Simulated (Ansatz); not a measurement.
# Ligand exchange: InH2(CH3) + C2H6S → InH2(SH) + C3H8

Species: InH2(CH3), singlet; C2H6S (ethanethiol) `CCS`, singlet; InH2(SH), singlet; C3H8 (propane) `CCC`, singlet. The partners trade CH3 for SH: In–CH3 and C–SH bonds give way to In–SH and C–CH3.

Shapes, held fixed at every level: PBE0-D4/def2-TZVP. Flexible molecules stand in one conformer, not always the lowest. Programs: Ansatz 0.2.0. Electronic energies: no zero-point or thermal term.

| level | kind | ΔE (kJ/mol) | less CCSD(T)/def2-TZVPP | CPU time (sum over the molecules) |
| --- | --- | --- | --- | --- |
| PBE-D4/def2-TZVPP | GGA | -128.8 | +0.6 | 21 s |
| PBE0-D4/def2-TZVPP | global hybrid | -132.3 | -2.9 | 19 s |
| r2SCAN0-D4/def2-TZVPP | global hybrid | -136.2 | -6.8 | 32 s |
| wB97M-V/def2-TZVPP | range-separated hybrid | -129.2 | +0.2 | 73 s |
| MP2/def2-SVP | perturbation theory | -143.7 | -14.3 | – |
| MP2/def2-TZVPP | perturbation theory | -129.1 | +0.3 | – |
| CCSD(T)/def2-TZVPP | coupled cluster or CI | -129.4 | 0.0 | 4.3 min |

The highest level, CCSD(T)/def2-TZVPP, gives ΔE = -129.4 kJ/mol; the levels span -143.7 to -128.8. The column of differences is taken from that level and isn't an error. No measured value is set beside it here. For atoms past krypton def2 sets carry core potentials with scalar relativity. Correlated rows may include outer-core shells of In, which these sets cover unevenly. Times are processor times on shared x86 and Arm servers, and rough.
